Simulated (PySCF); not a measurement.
# Interval between two levels of Se+ by level of theory

Se+ [Ar] 3d10 4s2 4p3 [4S3/2, M_J = 3/2] → Se+ [Ar] 3d10 4s2 4p2 4d1 [4F9/2, M_J = 9/2], as a difference of total energies. Calculation: PySCF 2.14, in x2c-TZVPall-2c with one added diffuse shell each of s, p, d type (7s8p5d1f, 63 functions); the two-component X2C-1e Hamiltonian. Correlated levels: [Ne] frozen. "Screened" scales the spin-orbit matrix elements by Boettger's factors to mimic the two-electron term; Breit and QED terms are absent.

| method | interval between two levels (cm⁻¹) |
| --- | --- |
| GHF (spin-free) | 104320 |
| GMP2 (spin-free) | 107770 |
| GHF (screened spin-orbit) | 105570 |
| GMP2 (screened spin-orbit) | 109070 |

The labels give the starting determinants; with spin-orbit coupling the two ends relaxed to ⟨J²⟩ = 3.75, ⟨L²⟩ = 0.01, ⟨S²⟩ = 3.74 and ⟨J²⟩ = 24.76, ⟨L²⟩ = 12.13, ⟨S²⟩ = 3.71.

The promoted electron is Rydberg-like, and one or two diffuse shells describe it only roughly, which tends to raise the upper state.
